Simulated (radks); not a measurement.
Problem. Coherent X-ray form factor from a spherical all-electron density. Calculated with a radial shooting solver on a logarithmic mesh with Libxc functionals: scalar-relativistic Kohn-Sham, r2SCAN, spin-polarised, spherical densities, finite nucleus; meta-GGA in the generalised Kohn-Sham scheme; Fermi nuclear charge, rms radius of each element as measured or else 0.836 A^(1/3) + 0.57 fm.

sin(theta)/lambda (1/angstrom),f0 (electrons)
0.05,8.932
0.1,8.734
0.15,8.419
0.2,8.008
0.25,7.523
0.3,6.993
0.4,5.888
0.5,4.848
0.6,3.960
0.8,2.713
1,2.027
1.25,1.606
1.5,1.392
2,1.123

The species is in the configuration that NIST lists as its ground one. Which atom or ion scatters so?

Solution. The magnesium ion Mg3+, [He] 2s2 2p5. Extrapolating in s^2 from the first two rows gives f0(0) = 9.0, near the electron count 9; among species with that count, the fall with angle is slower the higher Z, and the table is that of Z = 12; from so few rows the species is fixed only to a neighbour or two.
